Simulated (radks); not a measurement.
Question: Coherent X-ray form factor from a spherical all-electron density. Calculated with a radial shooting solver on a logarithmic mesh with Libxc functionals: scalar-relativistic Kohn-Sham, PBEsol, spin-polarised, spherical densities, finite nucleus; Fermi nuclear charge, rms radius of each element as measured or else 0.836 A^(1/3) + 0.57 fm.

| sin(theta)/lambda (1/angstrom) | f0 (electrons) |
|---|---|
| 0.05 | 18.764 |
| 0.1 | 18.092 |
| 0.15 | 17.075 |
| 0.2 | 15.837 |
| 0.25 | 14.505 |
| 0.3 | 13.188 |
| 0.4 | 10.876 |
| 0.5 | 9.171 |
| 0.6 | 8.019 |
| 0.8 | 6.671 |
| 1 | 5.744 |
| 1.25 | 4.653 |
| 1.5 | 3.661 |
| 2 | 2.295 |

The species is in the configuration that NIST lists as its ground one. Which atom or ion scatters so?

Answer: The titanium ion Ti3+, [Ar] 3d1. Extrapolating in s^2 from the first two rows gives f0(0) = 19.0, near the electron count 19; among species with that count, the fall with angle is slower the higher Z, and the table is that of Z = 22; from so few rows the species is fixed only to a neighbour or two.
